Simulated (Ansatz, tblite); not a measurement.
Cost and result up the ladder for Si(PMe2)H3 (C₂H₉PSi) (13 atoms). The state is a singlet with charge 0. Geometry: PBE-D4/def2-SVP.

```xyz
13

Si    1.434    0.872   -0.781
P     0.487   -0.528    0.740
C    -0.509   -1.587   -0.446
C    -0.865    0.617    1.358
H    -1.130   -1.002   -1.155
H    -1.176   -2.247    0.146
H     0.178   -2.238   -1.022
H    -1.463    1.082    0.548
H    -1.547    0.037    2.012
H    -0.412    1.418    1.975
H     2.465    0.118   -1.579
H     2.118    2.001   -0.056
H     0.420    1.458   -1.737
```

Ansatz on 4 threads of Intel Xeon on a shared host; xTB runs through tblite on one thread. Times are rough, summed over both states, and most runs start from the orbitals of an earlier one. PBE0-D4/def2-TZVP serves as the yardstick here, not as an exact answer. The other state is a doublet.

The xTB rows come from tblite.

Raw xTB energies of ions are shifted by several eV.

| level | functions | wall time | vertical IE (eV) | difference from PBE0-D4/def2-TZVP (eV) |
| --- | --- | --- | --- | --- |
| GFN2-xTB | 35 | 0.015 s | 12.49 | 3.93 |
| GFN1-xTB | 44 | 0.022 s | 13.51 | 4.95 |
| PBE-D4/def2-TZVP | 190 | 5.2 s | 8.49 | -0.07 |
| r2SCAN-D4/def2-TZVP | 190 | 8.9 s | 8.47 | -0.09 |
| PBE0-D4/def2-TZVP (with forces) | 190 | 10 s | 8.56 | 0.00 |
